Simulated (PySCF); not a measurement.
Spinor energies of Tl(3+) (thallium, charge +3)

Start: [Xe] 4f14 5d9 6p1; 5d3/2 filled at m_j = -3/2, -1/2, +1/2, +3/2; 5d5/2 filled at m_j = -3/2, -1/2, +1/2, +3/2, +5/2; 6p3/2 filled at m_j = +3/2. Calculated with PySCF 2.14 in x2c-SVPall-2c with one added diffuse shell each of s, p type (8s12p7d2f, 93 functions): generalised Hartree-Fock with the X2C-1e Hamiltonian and a Gaussian nucleus; one run each with spin-orbit coupling (SO) switched off, then screened by Boettger's factors. This is a chosen level, not necessarily the ground level.

```csv
spinor shell,electrons,"ε, spin-free (eV)","ε, screened SO (eV)",weight of nominal j (screened SO),"rms radius, screened SO (bohr)"
1s1/2,2,-86052.5,-86016.4,1.000,0.0184
2s1/2,2,-15513.2,-15501.8,1.000,0.0743
2p1/2,2,-13366.4,-14859.1,1.000,0.0628
2p3/2,4,-13366.4,-12787.4,1.000,0.0710
3s1/2,2,-3806.6,-3802.8,1.000,0.189
3p1/2,2,-3179.1,-3513.9,1.000,0.181
3p3/2,4,-3179.1,-3046.4,1.000,0.197
3d3/2,4,-2516.6,-2574.0,1.000,0.174
3d5/2,6,-2516.6,-2475.2,1.000,0.178
4s1/2,2,-919.03,-917.95,1.000,0.416
4p1/2,2,-709.68,-792.12,1.000,0.420
4p3/2,4,-709.68,-676.87,1.000,0.454
4d3/2,4,-458.22,-470.65,1.000,0.468
4d5/2,6,-458.22,-449.06,1.000,0.474
5s1/2,2,-189.80,-189.76,1.000,0.938
4f5/2,6,-178.47,-180.62,0.999,0.512
4f7/2,8,-178.47,-176.11,0.999,0.513
5p1/2,2,-129.56,-145.52,0.999,1.00
5p3/2,4,-129.56,-123.42,0.999,1.09
5d3/2,4,-57.720,-59.197,0.967,1.41
5d5/2,5,-57.720,-56.836,0.973,1.42
6p3/2,1,-29.823,-29.100,1.000,2.88
```

```json
{"quantity": "E (hartree)", "spin-free": "-20226.43883", "screened SO": "-20261.13253"}
{"quantity": "M_J", "spin-free": "4", "screened SO": "4"}
{"quantity": "⟨J²⟩", "spin-free": "20.025", "screened SO": "20.025"}
{"quantity": "⟨L²⟩", "spin-free": "12.019", "screened SO": "12.188"}
{"quantity": "⟨S²⟩", "spin-free": "2.006", "screened SO": "2.178"}
```

Each row is a mean over spinors that exchange with the open shell spreads, by up to 5.761 eV (5p3/2).

Breit and QED terms are absent; they matter most for the inner s and p1/2 levels.

Densities and radii are taken from the X2C orbitals without a picture-change correction, which distorts them close to the nucleus.

Without spin-orbit coupling the j labels of p, d and f shells carry no meaning; the spin-free column gives the mean over the occupied spinors of each nl shell.
